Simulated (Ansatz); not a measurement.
C3H7B can be A, `B1CCC1`, or B, `CC1BC1`.

Isolated molecules relaxed with PBE0-D4/def2-TZVP in Ansatz; ΔE leaves out vibrations. CCSD(T)/CBS adds triple-zeta CCSD(T) − MP2 to the extrapolated MP2 energy (def2 sets, frozen cores). DFT in def2-TZVPP. B3LYP here is the variant with VWN-RPA as its local correlation; programs differ in this.

Task: Which isomer does CCSD(T)/CBS put lower? Give the gap. (An estimate is asked.)

Result: Computed: A, by 13.7 kcal/mol.

Task: Give E(B) − E(A) in kcal/mol with r2SCAN-D4, LDA (SPW92), PBE0-D4, B2PLYP, HF/def2-TZVPP, B3LYP-D4, B3LYP. (Best estimate.)

Result: Computed: r2SCAN-D4 12.4, LDA (SPW92) 14.8, PBE0-D4 13.1, B2PLYP 12.1, HF/def2-TZVPP 8.9, B3LYP-D4 11.0, B3LYP 10.5. None reverses the order clearly.

Task: Does the order hold for the free energy at 298.15 K (harmonic terms from PBE0-D4)? (Best estimate.)

Result: The calculation gave: Yes: G(B) − G(A) = +11.7 kcal/mol.

Largest T1 diagnostic: 0.010.

In def2-TZVPP, CCSD(T) changes the Hartree–Fock value by +5.1 kcal/mol (the triples alone add +0.8 kcal/mol) and MP2 by +5.8 kcal/mol. Leaving LDA and LC-ωPBE aside and taking each functional with its dispersion term where it has one, the values, not all of them listed here, spread over 3.4 kcal/mol, from BLYP-D4 to PBE-QIDH. LDA lies +2.0 kcal/mol from PBE without D4.
